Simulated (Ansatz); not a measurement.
Reaction (redistribution): `[SiH3]BS[SiH3]` + `F[CH2][GeH2][Cl]` → `[SiH3][BH][GeH2][Cl]` + `FCS[SiH3]`

Isolated molecules relaxed with PBE0-D4/def2-TZVP in Ansatz; ΔE leaves out vibrations. CBS: MP2 limit from def2 TZ/QZ plus the TZ coupled-cluster correction, frozen cores. For Ge outer-core shells are correlated without core-valence functions, which leaves a few kJ/mol of doubt a bond. Scalar relativity is left out up to krypton. One conformer a species, not always the lowest.

| level | ΔE (kJ/mol) |
| --- | --- |
| MP2/def2-TZVPP | 127.1 |
| CCSD/def2-TZVPP | 117.7 |

**Question.** What does CCSD(T)/CBS give? (An estimate is asked.)

**Answer.** Computed: +117.2 kJ/mol. The listed levels differ from it by 9.9, 0.5 kJ/mol.

Largest T1 diagnostic among the species: 0.015.

In def2-TZVPP, CCSD(T) changes the Hartree–Fock value by +8.9 kJ/mol (the triples alone add +2.5 kJ/mol) and MP2 by +15.8 kJ/mol.
